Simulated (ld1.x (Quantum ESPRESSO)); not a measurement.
## Before and after: RRKJ potential for scandium

Sc, norm-conserving RRKJ (Kleinman–Bylander form), made with ld1.x (Quantum ESPRESSO) 7.5 (PW91, fully relativistic). Core [Ar], reference 3d1 4s1.75 4p0 (charge +0.25). Waves: 4p (bound, empty): rc 3.70 bohr; 3d (bound): rc 2.10 bohr; 4s (bound): rc 2.30 bohr. Local part: the s channel. Core correction: none. rho0 = 0.02.

Open shells are filled in proportion to 2j + 1 (rel_dist='average').

Change: all radii scaled by about 1.30 (s 2.98, p 4.80, d 2.72 bohr).

Cutoffs: the cutoffs (Ry, on a coarse ladder) from which the occupation-weighted sum of valence levels, in a spherical-Bessel basis at the reference potential, stays within 10 and 1 mRy of its value at 400 Ry; they do not see the model core or the augmentation charge, which bear on the density cutoff. Errors are all-electron minus pseudo energies relative to the spin-unpolarised reference configuration.

Question: How do hardness, ghosts and transferability respond?

Answer: The potential gets softer (35 Ry and 40 Ry → 21 Ry and 25 Ry); of the 7 tests that both files solve, the error grows in 5 and shrinks in 0 by more than 15 % and 0.3 meV (median size 19.6 → 56.8 meV); neither file shows a bound ghost at the reference potential, the only one tested. A larger radius leaves more room for a smooth pseudo-wave, so fewer plane waves are needed. More of the atom is replaced by a form fitted at one configuration, so other configurations suffer.

```tsv
quantity	base	changed
cutoff, loose	35 Ry	21 Ry
cutoff, tight	40 Ry	25 Ry
loose cutoff by channel (10 mRy a level)	d 35 Ry, s 8 Ry	d 21 Ry, s 6 Ry
bound ghosts	none	none
error for 3d1 4s2 4p0, meV [ΔE -1.22 eV]	-0.1	+0.1
error for 3d1 4s1 4p0, meV [ΔE 5.72 eV]	+0.6	+3.7
error for 3d1 4s0 4p0, meV [ΔE 18.50 eV]	+204	+206
error for 3d0 4s2 4p1, meV [ΔE 2.29 eV]	+571	+830
error for 3d1.5 4s1.5 4p0, meV [ΔE -0.55 eV]	+20	+57
error for 3d1 4s0 4p1, meV [ΔE 9.15 eV]	+11	+35
error for 3d2 4s0 4p0, meV [ΔE 6.35 eV]	+147	+376
```

Base: These tests converged, but a pseudo level misses the all-electron one widely, so the file describes the atom poorly there or has found another state: 3d0 4s2 4p1: empty 3d by 2.3 eV. Changed file: These tests converged, but a pseudo level misses the all-electron one widely, so the file describes the atom poorly there or has found another state: 3d0 4s2 4p1: empty 3d by 2.7 eV.
